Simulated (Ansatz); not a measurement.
Computed with Ansatz on PBE0-D4/def2-TZVP structures; ΔE is electronic, products minus reactants. CCSD(T)/CBS is the MP2 limit (def2-TZVPP, def2-QZVPP) plus CCSD(T) − MP2 in def2-TZVPP, frozen cores. Functionals use def2-TZVPP. For Se outer-core shells are correlated without core-valence functions, which leaves a few kJ/mol of doubt a bond. Scalar relativity is left out up to krypton. One conformer a species, not always the lowest.

Consider the substitution at a C–Si bond: `FC[SiH2]S` + `O[SiH2][SeH]` → `FCO[SiH2][SeH]` + `[SiH3]S`.

Q: Is it downhill or uphill in electronic energy at CCSD(T)/CBS, and by how much? (Estimate.)

A: The calculation gave: Uphill: ΔE = +7.2 kcal/mol.

Q: What do these levels give: ωB97X-V, PBE, PBE0, CCSD/def2-TZVPP, CCSD(T)/def2-TZVPP, MP2/def2-QZVPP? (Best estimate.)

A: The calculation gave: ωB97X-V 5.6, PBE 7.2, PBE0 6.8, CCSD/def2-TZVPP 5.8, CCSD(T)/def2-TZVPP 5.8, MP2/def2-QZVPP 7.6 kcal/mol.

Largest T1 diagnostic among the species: 0.011.

In def2-TZVPP, CCSD(T) changes the Hartree–Fock value by +2.6 kcal/mol (the triples alone add +0.1 kcal/mol) and MP2 by +3.5 kcal/mol.
